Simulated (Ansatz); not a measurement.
A further run on `CC[SiH](C)C[SiH](C)C[SiH](C)C`.

```yaml
crystal:
  periodic: [false, false, false]
  atoms:
    - {symbol: C, position_ang: [-3.274489, 1.589123, -0.835888]}
    - {symbol: C, position_ang: [-3.298018, 0.055385, -0.777020]}
    - {symbol: Si, position_ang: [-2.776627, -0.679034, 0.898894]}
    - {symbol: C, position_ang: [-4.001562, -0.167613, 2.251136]}
    - {symbol: C, position_ang: [-1.020339, -0.125653, 1.358750]}
    - {symbol: Si, position_ang: [0.298627, -0.340840, 0.013612]}
    - {symbol: C, position_ang: [0.281441, -2.107764, -0.661989]}
    - {symbol: C, position_ang: [2.018211, 0.095547, 0.682959]}
    - {symbol: Si, position_ang: [3.472604, -0.105390, -0.517722]}
    - {symbol: C, position_ang: [5.078883, 0.497581, 0.284655]}
    - {symbol: C, position_ang: [3.147876, 0.847409, -2.121118]}
    - {symbol: H, position_ang: [-3.945601, 2.042030, -0.076269]}
    - {symbol: H, position_ang: [-3.598741, 1.972286, -1.825791]}
    - {symbol: H, position_ang: [-2.254764, 1.987155, -0.652528]}
    - {symbol: H, position_ang: [-4.315678, -0.329183, -1.010550]}
    - {symbol: H, position_ang: [-2.633051, -0.369944, -1.561182]}
    - {symbol: H, position_ang: [-2.791717, -2.185784, 0.780441]}
    - {symbol: H, position_ang: [-5.029927, -0.507409, 2.010412]}
    - {symbol: H, position_ang: [-4.025516, 0.935347, 2.370050]}
    - {symbol: H, position_ang: [-3.718689, -0.605870, 3.229924]}
    - {symbol: H, position_ang: [-1.048048, 0.947306, 1.652909]}
    - {symbol: H, position_ang: [-0.701202, -0.689279, 2.263659]}
    - {symbol: H, position_ang: [-0.024603, 0.611072, -1.115237]}
    - {symbol: H, position_ang: [-0.710670, -2.369239, -1.082541]}
    - {symbol: H, position_ang: [0.508683, -2.837710, 0.142194]}
    - {symbol: H, position_ang: [1.039376, -2.239711, -1.460617]}
    - {symbol: H, position_ang: [1.997598, 1.151360, 1.035362]}
    - {symbol: H, position_ang: [2.213858, -0.530976, 1.581933]}
    - {symbol: H, position_ang: [3.626278, -1.572748, -0.847985]}
    - {symbol: H, position_ang: [5.291739, -0.057665, 1.221085]}
    - {symbol: H, position_ang: [5.943592, 0.359614, -0.396746]}
    - {symbol: H, position_ang: [5.012653, 1.576544, 0.536813]}
    - {symbol: H, position_ang: [2.246227, 0.467193, -2.642831]}
    - {symbol: H, position_ang: [2.984112, 1.925123, -1.911906]}
    - {symbol: H, position_ang: [4.007495, 0.761745, -2.816868]}
basis:
  gaussian: {orbitals: STO-3G}
hamiltonian: {xc: {name: HSE06}}
scf: {omitted_lower_state_checks: [starts]}
```

```sh
$ ansatz run in.yaml --threads 4 --pin off --events-out ev --progress --plain --max-ram 6963MiB
```

Output, abridged:

```
Functional definition: HSE06
1208 factors; integrals over basis functions are off by at most 4.3e-5 eV
193 factors; integrals over basis functions are off by at most 1.9e-7 eV
mean field evaluation 1: about -31926.3229 eV, gradient 2.6e1 eV
mean field evaluation 2: about -31927.0076 eV, gradient 2.2e1 eV
mean field evaluation 4: about -31928.5184 eV, gradient 6.5e-1 eV
mean field evaluation 8: about -31928.3633 eV, gradient 1.3e-2 eV
mean field -31928.36333228 eV, -1173.3457106392 hartree, gradient 2.4e-5 eV, S^2 0.000000; 0 other end points of the search recorded, 0 dependent functions left out
reference -31928.36337871 eV, -1173.3457123457 hartree; 57, 57 occupied and 34, 34 virtual orbitals, 1208 factors
Total energy: -31928.36337871 eV, -1173.3457123457 hartree
Checks for a lower state left out: starts
```

Hardware: 4 threads of Arm Neoverse V2 on a shared host. Wall time 2.9 s.

HSE06 is defined as in plane-wave codes, on full-range PBE exchange.
